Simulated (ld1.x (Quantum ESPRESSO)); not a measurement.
molybdenum, PAW: configuration errors across variants

ld1.x (Quantum ESPRESSO) 7.5 input, shortened:

```
&input
   title='Mo', zed=42., rel=0, dft='PZ', iswitch=3,
   config='[Kr] 4d5 5s0.5 5p0'
 /
 &inputp
   pseudotype=3, lpaw=.true., tm=.true., lloc=-1, rcloc=1.50,
   nlcc=.true., rcore=1.50,
   which_augfun='PSQ', rmatch_augfun_nc=.true.
 /
6
4S  1  0   2.00   0.00  1.70  2.15  0.0
5S  2  0   0.50   0.00  1.70  2.15  0.0
4P  2  1   6.00   0.00  1.65  1.90  0.0
5P  3  1   0.00   0.00  1.65  1.90  0.0
4D  3  2   5.00   0.00  1.60  1.90  0.0
4D  3  2   0.00   0.10  1.60  1.90  0.0
 &test
   configts(1)='4s2 4p6 4d5 5s0.5 5p0'
 /
```

All-electron excitation energies from the reference (eV): (1) 4s2 4p6 4d5 5s1 5p0 -2.695; (2) 4s2 4p6 4d5 5s0 5p0 4.109; (3) 4s2 4p6 4d4 5s0 5p0 20.028; (4) 4s2 4p6 4d4 5s1 5p1 1.391; (5) 4s2 4p6 4d2 5s0 5p0 87.507; (6) 4s1 4p6 4d5 5s1 5p0 63.976; (7) 4s2 4p5 4d5 5s1 5p0 40.672; (8) 4s2 4p6 4d5 5s0.5 5p0 spin -3.637; (9) 4s2 4p6 4d5 5s1 5p0 spin -6.580.

Spin tests fill each open shell by Hund’s rule, majority spin first.

On the changes marked as counting shells twice: ld1.x takes every shell without a wave as core, so the model core holds the marked electrons as well and exchange and correlation see them twice. This cancels in the reference configuration, but the file is broken for other ones, and its errors say nothing about a proper core correction.

The overlap operator is not positive definite (basis up to 400 Ry) in “base”, “local potential all-electron potential smoothed inside 1.65 bohr (lloc = -1)”, “core correction a·sin(br)/r model core inside 2.28 bohr”, “waves 4d (bound): rcut 1.40, rcutus 1.48 bohr; 4d channel at 0.1 Ry: rcut 1.40, rcutus 1.48 bohr”, “wave 4d channel at 0.1 Ry: rcut 1.60, rcutus 1.90 bohr becomes 4d channel at 2.5 Ry: rcut 1.60, rcutus 1.90 bohr”. Such files are unfit for use, however small their errors in these radial tests.

Tests that are not counted but printed errors over 1 eV. “wave 4d channel at 0.1 Ry: rcut 1.60, rcutus 1.90 bohr becomes 4d channel at 2.5 Ry: rcut 1.60, rcutus 1.90 bohr”: 4s2 4p6 4d2 5s0 5p0 (solver errors, printed error -939 eV).

2 further variants failed, have other tests or another functional or relativity, and are left out.

The file “type TM; waves now 4p (bound): rc 1.90 bohr; 4d (bound): rc 1.90 bohr; 4s (bound): rc 2.15 bohr; local potential the s channel (5s counted twice)” misses its own reference levels by 2.5 eV.

Errors AE − PS in meV (a dash: test not solved or not reliable):

```csv
change,(1),(2),(3),(4),(5),(6),(7),(8),(9),bound ghosts
base,0.0,+0.1,+1.0,+1.3,+24,+22,+16,+3.9,+3.1,not determined (overlap not positive)
local potential all-electron potential smoothed inside 1.65 bohr (lloc = -1),+0.1,+0.2,+8.5,+4.7,–,–,–,–,–,not determined (overlap not positive)
core correction a·sin(br)/r model core inside 2.28 bohr,0.0,+0.1,+1.0,+1.3,+24,+22,+16,+4.0,+3.2,not determined (overlap not positive)
type TM; waves now 4p (bound): rc 1.90 bohr; 4d (bound): rc 1.90 bohr; 4s (bound): rc 2.15 bohr; local potential the s channel (5s counted twice),+1069,-1417,-2075,+1840,-3461,+1752,+1801,+181,+1281,none
"waves 4d (bound): rcut 1.40, rcutus 1.48 bohr; 4d channel at 0.1 Ry: rcut 1.40, rcutus 1.48 bohr",0.0,+0.1,+0.5,+0.5,+19,+7.9,+5.6,+0.4,+0.5,not determined (overlap not positive)
"wave 4d channel at 0.1 Ry: rcut 1.60, rcutus 1.90 bohr becomes 4d channel at 2.5 Ry: rcut 1.60, rcutus 1.90 bohr",0.0,0.0,+3.0,+2.1,–,+36,–,–,–,not determined (overlap not positive)
```

Question: Give the same row for: waves 4s (bound): rcut 1.70, rcutus 2.48 bohr; 5s (bound): rcut 1.70, rcutus 2.48 bohr.

Answer: +0.1, +0.1, +2.8, +6.6, –, –, –, –, –; bound ghosts: not determined (overlap not positive). Its overlap operator is not positive definite in a basis up to 400 Ry (lowest eigenvalue s -0.06, p -0.06), so the file is unfit for use: the generalised eigenproblem breaks down once the basis is large enough, and its test numbers describe a broken file.
